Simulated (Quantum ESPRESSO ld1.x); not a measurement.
Results of a calculation; reference values are marked as such.
Task: These are the eigenvalues of the occupied orbitals of an atom or ion with whole-number occupations (hartree). Level of theory: non-relativistic Kohn-Sham, PW91, spin-unpolarised, spherical densities, point nucleus (ld1.x of Quantum ESPRESSO 7.5).

| orbital | eigenvalue |
|---|---|
| 1s | -161.870 |
| 2s | -18.4838 |
| 2p | -15.4800 |
| 3s | -3.15491 |
| 3p | -2.37640 |

Which element is it, and in what charge state? The configuration may be excited.

Result: Z = 21, scandium, charge +3: Sc3+ in [Ar]. The list shows which subshells hold electrons but not how many an open one holds; the 1s level, -161.87 hartree, gives Z - s = 18.0 by -(Z - s)^2/2, which with screening narrows Z to a few neighbours, and the depths of the outer levels then fix element, charge and occupations together.
